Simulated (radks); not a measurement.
Results of a calculation; reference values are marked as such.
The nuclear charge of neutral aluminium is varied continuously with 13 electrons held in [Ne] 3s2 3p1. Level of theory: scalar-relativistic Kohn-Sham, BLYP, spin-polarised, spherical densities, finite nucleus; open shells are filled with parallel spins first; Fermi nuclear charge, rms radius 3.061 fm (a radial shooting solver on a logarithmic mesh with Libxc functionals). By the Hellmann-Feynman theorem dE/dZ = E(electron-nucleus)/Z, the electronic potential at the nucleus (averaged over a nucleus of fixed radius). The scalar-relativistic energy here is not variational (the density holds large components alone), so the two differ by a part that grows with Z.

Z     E (hartree)  E(electron-nucleus)/Z (hartree)  HOMO  e(HOMO) (eV)  <r> HOMO (bohr)
12.8   -233.99500                         -43.7754    3p        -1.452            3.809
12.9   -238.39550                         -44.2205    3p        -2.085            3.602
13     -242.84051                         -44.6650    3p        -2.767            3.428
13.1   -247.32995                         -45.1089    3p        -3.496            3.278
13.2   -251.86379                         -45.5524    3p        -4.268            3.145
13.3   -256.44198                         -45.9955    3p        -5.084            3.028
13.4   -261.06449                         -46.4383    3p        -5.940            2.921
13.5   -265.73128                         -46.8808    3p        -6.837            2.825
13.6   -270.44234                         -47.3231    3p        -7.772            2.737
13.7   -275.19765                         -47.7651    3p        -8.746            2.655
13.8   -279.99718                         -48.2070    3p        -9.758            2.580
13.9   -284.84091                         -48.6488    3p       -10.806            2.510
14     -289.72885                         -49.0904    3p       -11.892            2.445

The central difference of E at Z = 13 is -44.672 hartree, to compare with the third column; the second derivative is -4.44 hartree.
